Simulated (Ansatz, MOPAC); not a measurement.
Spectroscopic constants of TiH, multiplicity 4 (the spin of the measured ground state). No spin–orbit coupling. Ti is treated without relativity. The T1 diagnostic near the minimum is 0.056, so single-reference values are doubtful.

The constants come from a fifth-degree fit in 1/R (seven points, main isotopes). Runs in def2 and cc sets follow the lowest solution found near the PBE0 minimum.

The values were computed with Ansatz (a quantum-chemistry and plane-wave program) with Gaussian orbitals; MOPAC for PM7 (differences of heats of formation). 

```json
[
 {"level": "PM7", "r_e (Å)": "1.698", "ω_e (cm⁻¹)": "1744", "B_e (cm⁻¹)": "5.93", "ω_e x_e (cm⁻¹)": "13", "D_e (eV)": "-", "dipole (D)": "-"},
 {"level": "SVWN5/def2-TZVPP", "r_e (Å)": "1.733", "ω_e (cm⁻¹)": "1580", "B_e (cm⁻¹)": "5.69", "ω_e x_e (cm⁻¹)": "24", "D_e (eV)": "3.06", "dipole (D)": "2.50"},
 {"level": "PBE/def2-TZVPP", "r_e (Å)": "1.752", "ω_e (cm⁻¹)": "1552", "B_e (cm⁻¹)": "5.57", "ω_e x_e (cm⁻¹)": "24", "D_e (eV)": "2.73", "dipole (D)": "2.59"},
 {"level": "r2SCAN/def2-TZVPP", "r_e (Å)": "1.755", "ω_e (cm⁻¹)": "1564", "B_e (cm⁻¹)": "5.55", "ω_e x_e (cm⁻¹)": "24", "D_e (eV)": "2.66", "dipole (D)": "2.83"},
 {"level": "B97M-V/def2-TZVPP", "r_e (Å)": "1.778", "ω_e (cm⁻¹)": "1503", "B_e (cm⁻¹)": "5.40", "ω_e x_e (cm⁻¹)": "21", "D_e (eV)": "2.79", "dipole (D)": "2.89"},
 {"level": "B3LYP/def2-TZVPP", "r_e (Å)": "1.758", "ω_e (cm⁻¹)": "1568", "B_e (cm⁻¹)": "5.53", "ω_e x_e (cm⁻¹)": "23", "D_e (eV)": "2.68", "dipole (D)": "2.74"},
 {"level": "PBE0/def2-TZVPP", "r_e (Å)": "1.756", "ω_e (cm⁻¹)": "1576", "B_e (cm⁻¹)": "5.54", "ω_e x_e (cm⁻¹)": "22", "D_e (eV)": "2.67", "dipole (D)": "2.73"},
 {"level": "BHLYP/def2-TZVPP", "r_e (Å)": "1.775", "ω_e (cm⁻¹)": "1567", "B_e (cm⁻¹)": "5.42", "ω_e x_e (cm⁻¹)": "21", "D_e (eV)": "2.32", "dipole (D)": "2.65"},
 {"level": "CAM-B3LYP/def2-TZVPP", "r_e (Å)": "1.759", "ω_e (cm⁻¹)": "1585", "B_e (cm⁻¹)": "5.52", "ω_e x_e (cm⁻¹)": "21", "D_e (eV)": "2.63", "dipole (D)": "2.80"},
 {"level": "wB97X-V/def2-TZVPP", "r_e (Å)": "1.766", "ω_e (cm⁻¹)": "1580", "B_e (cm⁻¹)": "5.48", "ω_e x_e (cm⁻¹)": "20", "D_e (eV)": "2.60", "dipole (D)": "2.77"},
 {"level": "wB97M-V/def2-TZVPP", "r_e (Å)": "1.761", "ω_e (cm⁻¹)": "1581", "B_e (cm⁻¹)": "5.51", "ω_e x_e (cm⁻¹)": "21", "D_e (eV)": "2.45", "dipole (D)": "2.87"},
 {"level": "B2PLYP/def2-TZVPP", "r_e (Å)": "1.753", "ω_e (cm⁻¹)": "1598", "B_e (cm⁻¹)": "5.56", "ω_e x_e (cm⁻¹)": "22", "D_e (eV)": "-", "dipole (D)": "-"},
 {"level": "CCSD/def2-TZVPP", "r_e (Å)": "1.774", "ω_e (cm⁻¹)": "1565", "B_e (cm⁻¹)": "5.43", "ω_e x_e (cm⁻¹)": "23", "D_e (eV)": "2.23", "dipole (D)": "-"},
 {"level": "CCSD/def2-QZVPP", "r_e (Å)": "1.770", "ω_e (cm⁻¹)": "1621", "B_e (cm⁻¹)": "5.45", "ω_e x_e (cm⁻¹)": "28", "D_e (eV)": "2.31", "dipole (D)": "-"},
 {"level": "CCSD(T)/def2-TZVPP", "r_e (Å)": "1.768", "ω_e (cm⁻¹)": "1568", "B_e (cm⁻¹)": "5.47", "ω_e x_e (cm⁻¹)": "24", "D_e (eV)": "2.21", "dipole (D)": "-"},
 {"level": "CCSD(T)/def2-QZVPP", "r_e (Å)": "1.764", "ω_e (cm⁻¹)": "1627", "B_e (cm⁻¹)": "5.49", "ω_e x_e (cm⁻¹)": "29", "D_e (eV)": "2.30", "dipole (D)": "-"},
 {"level": "CCSD(T)/CBS(def2-TZVPP, def2-QZVPP)", "r_e (Å)": "1.760", "ω_e (cm⁻¹)": "1666", "B_e (cm⁻¹)": "5.51", "ω_e x_e (cm⁻¹)": "32", "D_e (eV)": "-", "dipole (D)": "-"}
]
```

D_e counts from each atom's lowest state at the same level, without counterpoise or zero-point energy.

Correlated levels freeze the inner cores; with def2 sets outer-core shells near the valence are correlated too. CBS: X⁻³ extrapolation of the correlation energy, Hartree–Fock from the larger set. The state that PM7 reach isn't checked; PM7 holds dispersion and hydrogen-bond terms.

Doubts at one or more of the structures used: T1 above 0.05 (CCSD/def2-TZVPP, CCSD/def2-QZVPP, CCSD(T)/def2-TZVPP, CCSD(T)/def2-QZVPP, CCSD(T)/CBS(def2-TZVPP, def2-QZVPP)).

Measured for the ground state: D_0 2.082 ± 0.091 eV (a handbook's tabulated 298 K bond energy less 3RT/2; such tables hold older values) [Luo, bond dissociation energies, CRC Handbook]. dipole 2.455 D [compilation of Liu, Meijer and Pérez-Ríos].
